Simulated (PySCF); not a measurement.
A side-by-side comparison of computed properties.

First species: Zn(CN)2, C₂N₂Zn (singlet state).
SMILES: `N#[C][Zn][C]#N`

Second species: SbH2Me, CH₅Sb.
Geometry (PBE0-D3(BJ)/def2-SVP, Å), atoms numbered from 1 in this order:
```xyz
7
CH5Sb angstrom
Sb     0.488    0.862    1.004
H      1.918    0.867    0.052
H     -0.200    2.099    0.029
C     -0.433   -0.748   -0.135
H      0.065   -1.694    0.121
H     -0.346   -0.567   -1.213
H     -1.493   -0.820    0.143
```

Levels: B3LYP/def2-SVPD for dipole moment, HOMO energy, LUMO energy, HOMO–LUMO gap and static isotropic polarisability; TDDFT B3LYP/def2-SVPD for lowest singlet excitation; TDA B3LYP/def2-SVPD for lowest triplet excitation (Tamm–Dancoff); PBE0-D3(BJ)/def2-SVP for smallest rotational constant. Geometries: PBE0-D3(BJ)/def2-SVP. Each structure is a single optimised conformer of the isolated species (atoms past krypton carry core potentials, spin–orbit coupling is left out). Electronic properties by PySCF.

| property | column X | column Y |
| --- | --- | --- |
| dipole moment | 0.68 D | 0.00 D |
| HOMO energy | -6.87 eV | -9.95 eV |
| LUMO energy | -0.54 eV | -2.66 eV |
| HOMO–LUMO gap | 6.33 eV | 7.29 eV |
| lowest singlet excitation | 5.62 eV | 6.01 eV |
| lowest triplet excitation (Tamm–Dancoff) | 4.70 eV | 5.27 eV |
| static isotropic polarisability | 59.7 au | 48.2 au |
| smallest rotational constant | 6.928 GHz | 1.459 GHz |

(1) Which column belongs to which species?

(2) How does each property change from the first species to the second?

Answers

(1) Column X is the second species and column Y the first. The first has 5 atoms and 56 electrons, the second 7 and 62.

(2) dipole moment +0.68 D; HOMO energy +3.08 eV; LUMO energy +2.12 eV; HOMO–LUMO gap -0.96 eV; lowest singlet excitation -0.39 eV; lowest triplet excitation (Tamm–Dancoff) -0.57 eV; static isotropic polarisability +11.5 au; smallest rotational constant +5.469 GHz.

On the first: No computed singlet falls in the visible range (750 to 380 nm, 1.65 to 3.26 eV); S1 lies 2.75 eV above its blue end. S1 lies 1.28 eV below the HOMO–LUMO gap.

On the second: The vertical singlet–triplet gap S1 − T1 is 0.92 eV (TDDFT singlet less Tamm–Dancoff triplet; S1: HOMO→LUMO, weight 0.96; T1: HOMO→LUMO, weight 0.95). No computed singlet falls in the visible range (750 to 380 nm, 1.65 to 3.26 eV); S1 lies 2.36 eV above its blue end. Atoms past krypton carry effective core potentials; spin–orbit coupling is left out.
